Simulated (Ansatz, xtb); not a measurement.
# Relative energy of two isomers of C2H7NSn

Structure I: `C[NH][Sn][CH3]`, a singlet. Structure II: `C[CH2][Sn][NH2]`, a singlet. Both are isolated molecules in the gas phase, relaxed with PBE0-D4/def2-SVP; the shapes shown needn't be the lowest conformers.

I (Å):

```xyz
11

C    -1.5710    1.7043   -0.0517
C    -0.3055   -1.4279   -0.4039
N    -1.4273    1.3122   -1.4285
Sn   -0.7444   -0.3970   -2.3086
H    -0.9681    2.5975    0.2026
H    -1.2408    0.8939    0.6143
H    -2.6193    1.9373    0.2179
H    -1.7289    2.0419   -2.0694
H    -1.2191   -1.5370    0.2038
H     0.1025   -2.4312   -0.5988
H     0.4327   -0.8621    0.1883
```

II (Å):

```xyz
11

C    -0.9190    0.9970    0.3481
C    -0.2643   -0.1814    1.0614
N     1.3528   -0.9649   -1.4136
Sn    1.8648   -0.4765    0.4894
H    -0.8745    0.8903   -0.7482
H    -1.9830    1.1141    0.6186
H    -0.4251    1.9529    0.5920
H    -0.7911   -1.1238    0.8263
H    -0.3189   -0.0564    2.1558
H     0.4008   -1.0309   -1.7637
H     2.0230   -1.1775   -2.1454
```

Quicker runs give these differences E(II) − E(I): GFN2-xTB +4.0 kJ/mol; HF/STO-3G +0.9 kJ/mol (at GFN2-xTB geometries); r2SCAN-D4/def2-SVP −13.2 kJ/mol (at GFN2-xTB geometries).

Q: Which of the two would you expect CCSD(T)/def2-SVP + ΔMP2/def2-TZVPP electronic energies to favour?

A: Structure II; the calculation gives E(II) − E(I) = −22.6 kJ/mol.

Level by level:

| level | geometry | E(II) − E(I) (kJ/mol) | departure from the last row (kJ/mol) | job, with rough time for the two |
| --- | --- | --- | --- | --- |
| GFN2-xTB | GFN2-xTB | +4.0 | +26.6 | optimisation, 0.31 s |
| HF/STO-3G | GFN2-xTB | +0.9 | +23.5 | single point, 0.8 s |
| r2SCAN-D4/def2-SVP | GFN2-xTB | −13.2 | +9.4 | single point, 3.6 s |
| PBE0-D4/def2-SVP | PBE0-D4/def2-SVP | −14.9 | +7.7 | optimisation, 70 s |
| HF/def2-SVP | PBE0-D4/def2-SVP | −16.2 | +6.4 | part of the CCSD(T) run |
| MP2/def2-SVP | PBE0-D4/def2-SVP | −19.4 | +3.3 | part of the CCSD(T) run |
| CCSD(T)/def2-SVP | PBE0-D4/def2-SVP | −16.8 | +5.8 | single point |
| CCSD(T)/def2-SVP + ΔMP2/def2-TZVPP | PBE0-D4/def2-SVP | −22.6 |  | single point, 37 s |

As drawn, II has 1 C–C, 1 N–H in place of 1 C–N, 1 C–H.

GFN2-xTB puts the two in the other order. HF/STO-3G finds them nearly level. The largest departure from CCSD(T)/def2-SVP + ΔMP2/def2-TZVPP is that of GFN2-xTB, 26.6 kJ/mol. The last row adds to CCSD(T) the change of the MP2 difference between the two basis sets, here −5.8 kJ/mol.

With harmonic frequencies from PBE0-D4/def2-SVP (ideal gas, rigid rotor, one conformer each, 298.15 K, 1 atm): on the last row, ΔE + ΔZPE = −21.6 kJ/mol. A mode under 50 cm⁻¹ makes harmonic enthalpies and free energies unreliable, so none is given.

The correlated steps freeze 7 core orbitals; the filled d shell of Sn is correlated, in a basis made for valence electrons. Atoms past krypton carry core potentials in the def2 sets, other sets are all-electron and non-relativistic, and no spin–orbit term is included. Run with Ansatz 0.2.0, xtb 6.7.1; the last row on 2 threads of Arm Neoverse V1 on a shared host.
